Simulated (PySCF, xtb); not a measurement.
C3H2BrF, SMILES FC=C=CBr.

Harmonic wavenumbers (cm⁻¹) from GFN2-xTB (xtb) at its own minimum, in rising order: 95, 173, 278, 388, 566, 616, 700, 812, 1000, 1138, 1185, 1370, 2050, 3045, 3067.

**Question.** What does PBE-D3(BJ)/def2-SVP in PySCF give at its own minimum? (An estimate is asked for; the answer gives what the named calculation found.)

**Answer.** 98, 177, 294, 402, 599, 650, 748, 830, 1016, 1137, 1218, 1383, 2016, 3097, 3118. Paired by order, the mean absolute difference is 25 cm⁻¹ and the zero-point energies are 23.6 and 24.0 kcal/mol.
